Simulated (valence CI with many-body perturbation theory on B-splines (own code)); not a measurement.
## Forbidden lines of Hf32+

Computed by relativistic CI+MBPT: four valence electrons over a frozen Dirac-Fock core [Kr], a basis of 9 s, 9 p, 10 d, 8 f, 5 g, 3 h, 1 i functions for each j, with the one-electron correlation potential Σ1, the two-electron term Σ2, the three-electron term Σ3, Breit, model QED; selected CI, second order for the rest (own B-spline code, finite nucleus).

No measured spectrum was set against this ion. As an estimate, large intervals hold to a few tenths of a per cent, small ones and those within an open d or f shell to about a per cent. Only levels of the ground parity were solved; by the run's estimate the other parity begins above the list, which can be wrong where configurations are misplaced.

Lines 1 to 50 of 119 in falling wavelength, among levels below 643880 cm⁻¹, chosen from the decays that carry over 1 % of a level's rate. Wavelengths and rates use the calculated energies. Electric multipoles are in the length gauge, E1 and E2 with the static RPA response of the core. S is in atomic units (e²a₀⁴ for E2 and M2, e²a₀⁶ for E3), for M1 in squared Bohr magnetons. Weak lines are less certain than strong ones. Lines between different terms over intervals too small for the method are left out, as are lines whose strength nearly cancels. The highest levels of a list are the least certain.

Levels are named by their leading jj configuration (3d3/2^4 stands for four electrons in 3d with j = 3/2), which in mixed levels can hold well under half, so a name can repeat and another be missing. Letters in brackets count levels of one name in rising energy.

| λ vac (Å) | Upper | Lower | Type | A (s⁻¹) | S (a.u.) |
| --- | --- | --- | --- | --- | --- |
| 9567 | (4d3/2^2 4d5/2^2) J=6 | (4d3/2^2 4d5/2^2) J=5 | M1 | 8.95e+00 | 3.77e+00 |
| 8733 | (4d3/2^3 4d5/2) J=3 | (4d3/2^3 4d5/2) J=4 | M1 | 1.55e+01 | 2.68e+00 |
| 8656 | (4d3/2^3 4d5/2) J=3 | (4d3/2^3 4d5/2) J=2 | M1 | 2.65e+01 | 4.47e+00 |
| 2729 | (4d3/2^2 4d5/2^2) J=1 | (4d3/2^2 4d5/2^2) J=0 [a] | M1 | 6.35e+02 | 1.44e+00 |
| 2655 | (4d3/2^2 4d5/2^2) J=4 [b] | (4d3/2^2 4d5/2^2) J=3 [a] | M1 | 4.03e+02 | 2.52e+00 |
| 2646 | (4d3/2^3 4d5/2) J=2 | (4d3/2^3 4d5/2) J=1 | M1 | 1.23e+03 | 4.23e+00 |
| 2376 | (4d3/2^2 4d5/2^2) J=4 [b] | (4d3/2^2 4d5/2^2) J=4 [a] | M1 | 6.65e+01 | 2.98e-01 |
| 2303 | (4d3/2^2 4d5/2^2) J=2 [d] | (4d3/2^2 4d5/2^2) J=2 [c] | M1 | 6.30e+02 | 1.43e+00 |
| 2201 | (4d3/2 4d5/2^3) J=3 [c] | (4d3/2 4d5/2^3) J=2 [a] | M1 | 6.30e+02 | 1.74e+00 |
| 2146 | (4d3/2 4d5/2^3) J=3 [b] | (4d3/2 4d5/2^3) J=3 [a] | M1 | 5.04e+02 | 1.29e+00 |
| 2089 | (4d3/2^2 4d5/2^2) J=2 [b] | (4d3/2^2 4d5/2^2) J=2 [a] | M1 | 6.62e+02 | 1.12e+00 |
| 2006 | (4d3/2^2 4d5/2^2) J=4 [c] | (4d3/2^2 4d5/2^2) J=3 [b] | M1 | 3.86e+02 | 1.04e+00 |
| 1659 | (4d3/2 4d5/2^3) J=2 [b] | (4d3/2 4d5/2^3) J=2 [a] | M1 | 6.86e+02 | 5.81e-01 |
| 1626 | (4d3/2 4d5/2^3) J=1 [b] | (4d3/2^2 4d5/2^2) J=0 [b] | M1 | 1.64e+03 | 7.87e-01 |
| 1595 | (4d3/2 4d5/2^3) J=0 | (4d3/2 4d5/2^3) J=1 [a] | M1 | 1.56e+03 | 2.35e-01 |
| 1387 | (4d3/2 4d5/2^3) J=1 [b] | (4d3/2 4d5/2^3) J=1 [a] | M1 | 7.43e+02 | 2.21e-01 |
| 1377 | (4d3/2^2 4d5/2^2) J=4 [c] | (4d3/2^2 4d5/2^2) J=5 | M1 | 3.93e+02 | 3.43e-01 |
| 1256 | (4d3/2^2 4d5/2^2) J=2 [d] | (4d3/2^2 4d5/2^2) J=2 [b] | M1 | 8.24e+02 | 3.03e-01 |
| 1199 | (4d3/2^2 4d5/2^2) J=2 [d] | (4d3/2^2 4d5/2^2) J=3 [b] | M1 | 3.94e+02 | 1.26e-01 |
| 1190 | (4d3/2^2 4d5/2^2) J=2 [c] | (4d3/2^2 4d5/2^2) J=2 [a] | M1 | 1.20e+03 | 3.74e-01 |
| 1184 | (4d3/2^2 4d5/2^2) J=4 [a] | (4d3/2^3 4d5/2) J=3 | M1 | 3.01e+03 | 1.66e+00 |
| 1155 | (4d3/2 4d5/2^3) J=3 [c] | (4d3/2 4d5/2^3) J=4 [a] | M1 | 1.48e+03 | 5.91e-01 |
| 1151 | (4d3/2 4d5/2^3) J=2 [b] | (4d3/2 4d5/2^3) J=1 [a] | M1 | 8.03e+02 | 2.27e-01 |
| 1149 | (4d3/2^2 4d5/2^2) J=4 [c] | (4d3/2^2 4d5/2^2) J=3 [a] | M1 | 2.81e+02 | 1.42e-01 |
| 1127 | (4d3/2 4d5/2^3) J=3 [a] | (4d3/2^2 4d5/2^2) J=4 [b] | M1 | 2.35e+03 | 8.71e-01 |
| 1125 | (4d3/2^2 4d5/2^2) J=3 [a] | (4d3/2^3 4d5/2) J=3 | M1 | 1.50e+04 | 5.56e+00 |
| 1110 | (4d3/2 4d5/2^3) J=2 [a] | (4d3/2^2 4d5/2^2) J=2 [c] | M1 | 3.04e+03 | 7.71e-01 |
| 1093 | (4d3/2^2 4d5/2^2) J=4 [c] | (4d3/2^2 4d5/2^2) J=4 [a] | M1 | 5.39e+03 | 2.35e+00 |
| 1085 | (4d3/2 4d5/2^3) J=3 [c] | (4d3/2^2 4d5/2^2) J=2 [d] | M1 | 1.98e+03 | 6.57e-01 |
| 1085 | (4d3/2 4d5/2^3) J=1 [b] | (4d3/2^2 4d5/2^2) J=2 [d] | M1 | 9.34e+03 | 1.33e+00 |
| 1068 | (4d3/2^2 4d5/2^2) J=2 [a] | (4d3/2^3 4d5/2) J=2 | M1 | 8.95e+03 | 2.02e+00 |
| 1044 | (4d3/2 4d5/2^3) J=3 [b] | (4d3/2^2 4d5/2^2) J=2 [c] | M1 | 7.02e+02 | 2.07e-01 |
| 1042 | (4d3/2^2 4d5/2^2) J=4 [a] | (4d3/2^3 4d5/2) J=4 | M1 | 2.27e+04 | 8.60e+00 |
| 1030 | (4d3/2^3 4d5/2) J=1 | (4d3/2^4) J=0 | M1 | 2.48e+04 | 3.01e+00 |
| 1027 | (4d3/2^2 4d5/2^2) J=2 [d] | (4d3/2^2 4d5/2^2) J=1 | M1 | 8.07e+01 | 1.62e-02 |
| 1003 | (4d3/2 4d5/2^3) J=1 [a] | (4d3/2^2 4d5/2^2) J=2 [b] | M1 | 3.81e+03 | 4.28e-01 |
| 995.4 | (4d3/2^2 4d5/2^2) J=3 [a] | (4d3/2^3 4d5/2) J=2 | M1 | 1.17e+04 | 2.98e+00 |
| 988.2 | (4d3/2 4d5/2^3) J=2 [b] | (4d3/2 4d5/2^3) J=3 [a] | M1 | 2.49e+03 | 4.45e-01 |
| 944.9 | (4d3/2 4d5/2^3) J=5 | (4d3/2^2 4d5/2^2) J=4 [b] | M1 | 1.28e+04 | 4.40e+00 |
| 934.7 | (4d3/2 4d5/2^3) J=2 [b] | (4d3/2^2 4d5/2^2) J=2 [d] | M1 | 1.84e+03 | 2.79e-01 |
| 895.3 | (4d3/2 4d5/2^3) J=4 [a] | (4d3/2^2 4d5/2^2) J=5 | M1 | 2.91e+03 | 6.96e-01 |
| 870.9 | (4d3/2^2 4d5/2^2) J=5 | (4d3/2^3 4d5/2) J=4 | M1 | 1.42e+04 | 3.82e+00 |
| 851.1 | (4d3/2 4d5/2^3) J=1 [a] | (4d3/2^2 4d5/2^2) J=1 | M1 | 1.82e+04 | 1.25e+00 |
| 843.4 | (4d3/2 4d5/2^3) J=5 | (4d3/2^2 4d5/2^2) J=6 | M1 | 7.17e+03 | 1.75e+00 |
| 829.0 | (4d3/2^2 4d5/2^2) J=2 [d] | (4d3/2^2 4d5/2^2) J=3 [a] | M1 | 4.11e+02 | 4.34e-02 |
| 814.8 | (4d3/2 4d5/2^3) J=6 | (4d3/2^2 4d5/2^2) J=6 | M1 | 1.45e+04 | 3.79e+00 |
| 808.2 | (4d3/2^2 4d5/2^2) J=1 | (4d3/2^3 4d5/2) J=2 | M1 | 3.21e+04 | 1.88e+00 |
| 800.8 | (4d3/2^2 4d5/2^2) J=0 [a] | (4d3/2^3 4d5/2) J=1 | M1 | 7.90e+04 | 1.50e+00 |
| 798.2 | (4d3/2^2 4d5/2^2) J=6 | (4d3/2^3 4d5/2) J=4 | E2 | 1.97e+00 | 7.42e-03 |
| 795.5 | (4d3/2 4d5/2^3) J=3 [c] | (4d3/2^2 4d5/2^2) J=4 [c] | M1 | 1.63e+04 | 2.13e+00 |
